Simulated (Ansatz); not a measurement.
Bond stretch in Al2(mu-OH)2(H)4, H6Al2O2, singlet. The Al1–H10 bond (Al1 also carries Al, H, O, O; H10 carries nothing else) is stretched with both fragments frozen at the PBE0/def2-SVP optimised geometry.

Levels: RKS-B3LYP = Ansatz (a quantum-chemistry and plane-wave program) with restricted B3LYP/cc-pVDZ; UCCSD(T) = CCSD(T) on UHF/cc-pVDZ, frozen core in Ansatz.

Energies relative to the lowest point of each curve near equilibrium, in kJ/mol:

| R / Å | RKS-B3LYP |
|---|---|
| 1.49 | 7.0 |
| 1.53 | 2.4 |
| 1.59 | 0.0 |
| 1.64 | 1.5 |
| 1.70 | 6.5 |
| 1.90 | 40.9 |
| 2.08 | 83.8 |
| 2.33 | 148.1 |
| 2.63 | 221.3 |
| 2.95 | 288.8 |
| 3.35 | 356.1 |
| 3.90 | 422.0 |

What does UCCSD(T) give at the same points?

1.49: 7.0; 1.53: 2.3; 1.59: 0.0; 1.64: 1.6; 1.70: 6.9; 1.90: 42.4; 2.08: 86.3; 2.33: 150.6; 2.63: 221.5; 2.95: 281.5; 3.35: 332.7; 3.90: 362.2 (kJ/mol).

The restricted form behind RKS-B3LYP keeps the bonding electrons paired and can't separate into open-shell fragments. The unrestricted determinant behind UCCSD(T) is spin-contaminated at 2.63 to 4.63 Å (<S²> up to 1.0, against 0.00 for a pure singlet).
